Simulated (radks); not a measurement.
All-electron atom: neutral sulfur in [He] 2s2 2p5 3s2 3p4 4s1 (not the ground configuration). Method: scalar-relativistic Kohn-Sham, exchange-only PBE, spin-polarised, spherical densities, finite nucleus; open shells are filled with parallel spins first; Fermi nuclear charge, rms radius 3.2611 fm; computed with a radial shooting solver on a logarithmic mesh with Libxc functionals.

Local quantities along the radius. ELF = 1/(1 + alpha^2) is the electron localisation function; alpha = (tau - tau_W)/tau_unif compares the Pauli kinetic energy density with that of the uniform gas (summed over spins); r v_xc is r times the local exchange-correlation potential of spin up (hartree bohr); s = |grad rho|/(2 (3 pi^2)^(1/3) rho^(4/3)) is the reduced gradient; 4 pi r^2 rho is in e/bohr. tau is taken from the large components.

r (bohr),ELF,alpha,r v_xc,s,4 pi r^2 rho
0.004764,1.000,0.009835,-0.1004,0.4218,0.6845
0.006253,1.000,0.01039,-0.1185,0.4205,1.120
0.008274,1.000,0.01127,-0.1422,0.4233,1.831
0.01086,1.000,0.01256,-0.1711,0.4303,2.893
0.01437,1.000,0.01462,-0.2077,0.4426,4.510
0.01886,1.000,0.01779,-0.2504,0.4610,6.706
0.02496,0.999,0.02330,-0.3012,0.4885,9.630
0.03276,0.999,0.03297,-0.3555,0.5268,12.90
0.04334,0.997,0.05291,-0.4126,0.5830,16.11
0.05689,0.991,0.09654,-0.4627,0.6601,18.11
0.07467,0.959,0.2080,-0.4991,0.7629,18.09
0.0988,0.776,0.5372,-0.5171,0.8737,15.80
0.1297,0.365,1.318,-0.5206,0.8671,12.80
0.1716,0.215,1.908,-0.5344,0.5684,11.52
0.2252,0.420,1.175,-0.6518,0.3169,13.28
0.298,0.750,0.5772,-0.7859,0.3626,15.98
0.3911,0.852,0.4169,-0.8423,0.5516,15.49
0.5175,0.769,0.5483,-0.7896,0.8563,10.63
0.6793,0.255,1.709,-0.6784,1.134,5.396
0.8988,0.113,2.800,-0.5834,0.5398,3.445
1.18,0.651,0.7328,-0.8326,0.3042,4.072
1.561,0.870,0.3867,-0.8979,0.6039,3.958
2.049,0.781,0.5291,-0.7992,1.024,2.419
2.711,0.333,1.415,-0.6469,1.585,0.9546
3.558,0.105,2.921,-0.5581,1.579,0.3727
4.708,0.602,0.8131,-0.5755,1.078,0.2415
6.18,0.990,0.1023,-0.5330,1.585,0.1617
8.177,1.000,0.01121,-0.4476,2.856,0.06626
10.73,1.000,0.001048,-0.4095,5.869,0.01556
14.2,1.000,0.00006640,-0.2579,16.34,0.001530

On this mesh the ELF has minima near r = 0.17, 0.78, 3.6 bohr, which separate the shells, and maxima near 0.39 (0.85), 1.6 (0.87).
